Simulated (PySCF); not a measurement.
Isomers C6H9ClO:

A. SMILES C=C1C[C@@H](Cl)[C@H]1OC
B. `CC/C=C(\C)C(=O)Cl`
C. SMILES C[C@@H]1C[C@]1(C)C(=O)Cl

Spectrum 1. $^{13}$C{$^{1}$H} NMR (computed): δ 176.4 (C), 168.3 (CH), 135.6 (C), 28.8 (CH2), 14.9 (CH3), 13.7 (CH3).

Spectrum 2. $^{13}$C{$^{1}$H} NMR (computed): δ 186.5 (C), 35.1 (CH), 33.8 (C), 30.8 (CH2), 26.0 (CH3), 13.3 (CH3).

Spectrum 3. $^{13}$C{$^{1}$H} NMR (computed): δ 155.3 (C), 120.3 (CH2), 82.3 (CH), 60.3 (CH), 59.2 (CH3), 40.8 (CH2).

PySCF 2.14.0 with density-fitted response routines calculation with geometry from GFN2-xTB and PBE0/pcSseg-1 with gauge-including orbitals; single conformer, no relativistic terms, fast rotation and ring inversion assumed for equivalent nuclei, no solvent model.

Shifts are taken against calculated references (same method and geometry level): $^{13}$C (186.93 ppm) against TMS. Shifts are as computed. Against solution values, carbons near 30 ppm lie about +3 ppm off and those near 130 ppm about +5 ppm; carbons on Cl a further +6 ppm. Of 1211 compounds with measured shifts, 218 miss one by over three times the rms of a fit or turn the order of signals round; such compounds aren't used in these exercises. Carbons bonded to Cl come out too deshielded.

Which spectrum belongs to which compound?

Results:

1–B, 2–C, 3–A.

- Spectrum 1 (B): 6 $^{13}$C signals; δC 168.3 is a β carbon of a C=C–C=O unit; δC 135.6 is an α carbon of a C=C–C=O unit.
- Spectrum 2 (C): 6 $^{13}$C signals; δC 35.1 is a three-membered-ring carbon; δC 33.8 is a three-membered-ring carbon.
- Spectrum 3 (A): 6 $^{13}$C signals; δC 155.3 is a fully substituted alkene carbon; δC 120.3 is a terminal =CH2 carbon.
